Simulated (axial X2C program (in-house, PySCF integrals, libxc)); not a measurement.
## GeCl⁺ along the bond: B3LYP, two-component

Calculated with an in-house relativistic program for diatomic molecules. Two-component (2c) means X2C with spin–orbit coupling and atomic mean-field two-electron Coulomb and Gaunt terms. Basis: Ge dyall-cv3z [9s9p7d4f1g], Cl dyall-av3z [9s8p3d2f] (cores contracted in-house); Gaussian nuclei, density fitting, unrestricted open shells. Masses: Ge 73.921 u, Cl 34.969 u.

State: Ω = 0 (closed shell). Dipoles are positive if Cl is the positive end and refer to the centre of mass.

| R (Å) | μ (D) | HOMO (eV) | LUMO (eV) |
| --- | --- | --- | --- |
| 1.798 | -0.426 | -15.78 | -9.28 |
| 1.881 | -0.922 | -15.90 | -9.46 |
| 1.943 | -1.296 | -15.96 | -9.59 |
| 2.005 | -1.669 | -15.98 | -9.72 |
| 2.067 | -2.038 | -15.97 | -9.85 |
| 2.139 | -2.460 | -15.70 | -9.99 |
| 2.212 | -2.870 | -15.39 | -10.12 |
| 2.305 | -3.376 | -15.02 | -10.29 |
| 2.418 | -3.956 | -14.62 | -10.47 |
| 2.584 | -4.722 | -14.13 | -10.71 |

**Question.** The minimum lies at 2.078 Å. What is the dipole moment there?

**Answer.** At B3LYP, 2c, with the sign and origin stated: μ = -2.10 D.

One determinant describes the state; a PBE0 search over occupations chose it and may have missed a lower one. The closed shell is kept restricted, so the energy runs too high when the bond is stretched far.
